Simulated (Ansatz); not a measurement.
Ansatz (a quantum-chemistry and plane-wave program) input:

Ansatz 0.2 input:
```yaml
crystal:
  periodic: [false, false, false]
  atoms:
    - {symbol: Si, position_ang: [0.32969199, -0.10278113, 0.93268833]}
    - {symbol: H, position_ang: [1.27536962, -0.34182442, -0.22794875]}
    - {symbol: Cl, position_ang: [-1.59952672, 0.37484000, -0.71532339]}
basis:
  gaussian:
    orbitals: def2-TZVP
hamiltonian:
  xc: b3lyp
  dispersion: d3bj
total_charge: -1
magnetization: {spin_polarized: true, initial_magnetization: 1}
relax: {f_tol: 0.002, max_steps: 150}
```

### Question
Predict the final energy.

### Answer
-750.38387 Eh (B3LYP-D3(BJ)/def2-TZVP). The basis has 80 functions.
